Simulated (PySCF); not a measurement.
# Spin–spin coupling constants

Geometry (Å), atoms numbered from 1 in this order:
```xyz
15

O     2.608   -1.351   -0.197
C     2.082   -0.284    0.006
O     2.784    0.823    0.254
C     0.607   -0.090    0.000
C    -0.176   -1.221   -0.273
C    -1.562   -1.154   -0.302
C    -2.195    0.065   -0.053
C    -1.444    1.203    0.220
C    -0.055    1.121    0.245
F     0.620    2.230    0.507
H     3.716    0.557    0.228
H     0.355   -2.156   -0.461
H    -2.150   -2.048   -0.517
H    -3.285    0.133   -0.071
H    -1.910    2.169    0.419
```

Indirect spin–spin couplings were computed at B3LYP/pcJ-1 (spin–dipole term only in couplings to heteroatoms) (PySCF 2.14.0 with density-fitted response routines) on a PBE0-D3(BJ)/def2-SVP structure, for the isolated molecule, without vibrational or relativistic corrections. Couplings are averaged over pairs made equivalent by symmetry, fast rotation or ring inversion, so a value needn't be that of the named pair in this geometry, while other rotamers aren't included; one pair stands for each set, and the list holds a selection of those of at least 1.5 Hz over up to four bonds, among pairs with at least one F or H atom (others weren't computed). One-bond C–F couplings come out tens of Hz too large with common functionals.

Isotopes: ¹³C, ¹⁹F, ¹H, ¹⁷O. Couplings to quadrupolar nuclei such as 17O and 33S are rarely resolved in practice.

| pair | bonds | J (Hz) |
| --- | --- | --- |
| O3, H11 | 1 | ? |
| C5, H12 | 1 | 174.8 |
| C6, H13 | 1 | 172.1 |
| C7, H14 | 1 | 168.7 |
| C8, H15 | 1 | ? |
| C9, F10 | 1 | -333.1 |
| C4, F10 | 2 | ? |
| C8, F10 | 2 | 20.3 |
| C8, H14 | 2 | 1.8 |
| C9, H15 | 2 | -4.4 |
| O1, H11 | 3 | 1.7 |
| C2, F10 | 3 | ? |
| C4, H13 | 3 | 8.4 |
| C4, H15 | 3 | ? |
| C5, F10 | 3 | -1.9 |
| C5, H14 | 3 | 8.9 |
| C7, F10 | 3 | 6.4 |
| C8, H13 | 3 | ? |
| C9, H14 | 3 | ? |
| F10, H15 | 3 | 10.9 |
| H14, H15 | 3 | 9.3 |
| O1, F10 | 4 | -4.5 |
| O3, F10 | 4 | -22.2 |
| C4, H14 | 4 | -1.6 |
| C9, H13 | 4 | -1.9 |
| F10, H14 | 4 | ? |

Task: Estimate the withheld couplings, with signs.

Result: 
- ¹J(O3,H11) = -74.7 Hz (bond length 0.970 Å)
- ¹J(C8,H15) = 171.4 Hz (bond length 1.091 Å, sp2 carbon)
- ²J(C4,F10) = 8.2 Hz (angle at C9 121°)
- ³J(C2,F10) = -4.2 Hz (dihedral angle 0°)
- ³J(C4,H15) = 4.6 Hz (dihedral angle 180°)
- ³J(C8,H13) = 8.4 Hz (dihedral angle 180°)
- ³J(C9,H14) = 11.1 Hz (dihedral angle 180°)
- ⁴J(F10,H14) = 4.2 Hz
